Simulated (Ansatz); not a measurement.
Ansatz results at the PBE0-D4/def2-TZVP geometry: HOMO energy (PBE0/def2-TZVPP) -9.28 eV; size of the dipole moment (B3LYP/def2-TZVPP) 0.53 D; HOMO–LUMO gap (B3LYP/def2-TZVPP) 5.59 eV.

Each molecule was computed in one conformer, which needn't be the lowest.

Q: Which molecule gave them?
A. `C=[CH][In]([F])[F]`
B. `[SH][In]([SH])[SH]`
C. `[NH2][In]([NH2])[Br]`
D. `O=C=[N][In]([F])[F]`

A: D. The others give `C=[CH][In]([F])[F]`: -9.03, 4.74, 6.67; `[SH][In]([SH])[SH]`: -7.62, 0.02, 5.35; `[NH2][In]([NH2])[Br]`: -7.34, 3.43, 5.37.

B3LYP here is the variant with VWN-RPA as its local correlation; programs differ in this.
